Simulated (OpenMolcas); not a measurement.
# Ti2+: moving the ligands

Ti2+ with its 6 nearest fluoride ions at 2.12 Å, on the Zn site of KZnF3 (a = 4.054 Å, distance in the model lattice 2.027 Å). The rest of the host is ab initio model potentials to 7.6 Å, with orthogonalisation functions on the cations behind the ligands, and point charges beyond; the distance is set by hand and nothing relaxes. Ligand basis ANO-RCC-VDZP.
```
Ti    0.0000    0.0000    0.0000
F     2.1200    0.0000    0.0000
F     0.0000    2.1200    0.0000
F    -2.1200    0.0000    0.0000
F     0.0000   -2.1200    0.0000
F     0.0000    0.0000    2.1200
F     0.0000    0.0000   -2.1200
```

```
Program             : OpenMolcas 26.06
Method              : CASSCF
Basis               : ANO-RCC-VTZP [6s5p3d2f1g]
Scalar Hamiltonian  : DKH2, point nucleus
Active space        : 2 electrons in 5 orbitals (3d)
State averaging     : 2S+1 = 3 even, 10 roots; 2S+1 = 1 even, 15 roots
Spin-orbit coupling : state interaction with AMFI integrals over the reference wave functions
```

Runs around this geometry, states (labels of O, the rotations of Oh). Energies in cm-1 above the lowest state or level, χT in cm3 K/mol; under a threefold ground state the first gap can be a small split of the lowest multiplet, not the spin-orbit step; 10Dq and B are least-squares fits to the states below 45000 cm-1, weighted by degeneracy, with a free offset, and given where the rms deviation is under 5 % of |10Dq| (or 100 cm-1) and under 700 cm-1.

```csv
R (Å),Ground state,First state of that spin,10Dq,B (rms of fit),First gap with spin-orbit (degeneracies),χT at 300 K,First state of another spin
2.027,3T1,3T2 14262,16054,869 (136),"1.9 (2, 3)",1.079,1T2 11942
2.12,3T1,3T2 11210,13047,867 (213),"2.5 (2, 3)",1.091,1T2 12023
2.17,3T1,3T2 9864,11570,870 (192),"2.9 (2, 3)",1.097,1T2 12058
```

Taking |10Dq| as R^-n, n = -ln(11570 / 16054) / ln(2.17 / 2.027) = 4.8 between the shortest and longest distance. The point-charge formula for a cubic d site gives n = 5.

An orbital triplet at a regular site is open to Jahn-Teller coupling, which can distort the site and quench the lowest spin-orbit gaps and is left out. Without dynamic correlation the repulsion within the d shell is too large (B by tens of per cent), so at a given field states of lower spin stand too high. Ligand-to-metal charge-transfer states are missing. With no ligand orbital active B as a rule stays too high, so bands that hang on it stand too high and its fall with covalency is understated. With metal d orbitals alone and no dynamic correlation 10Dq can be off by a tenth to a fifth, either way, in oxide and fluoride hosts. No measured value stands beside these numbers; the geometry was set by hand and not optimised.
